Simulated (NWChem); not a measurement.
System: C₂H₇ClSi; SMILES C[SiH](C)Cl

```xyz
11

Si     0.4073     0.3882     0.0000
C     -0.2837     1.1645     1.5529
C     -0.2837     1.1645    -1.5529
Cl    -0.0961    -1.6374     0.0000
H      1.8986     0.4555     0.0000
H     -0.0194     2.2336     1.5974
H      0.1193     0.6732     2.4512
H     -1.3810     1.0790     1.5778
H      0.1193     0.6732    -2.4512
H     -0.0194     2.2336    -1.5974
H     -1.3810     1.0790    -1.5778
```
Atoms are numbered in this order, from 1.

All runs: NWChem. Structure relaxed at the PBE0/def2-SVP level.

Q: What does the run give for PBE0/def2-SVP? Quantities: highest occupied level (eV); orbital gap (eV); dipole (D).

A: 
```json
{
 "highest occupied level (eV)": "-8.38",
 "orbital gap (eV)": "9.63",
 "dipole (D)": "2.15"
}
```
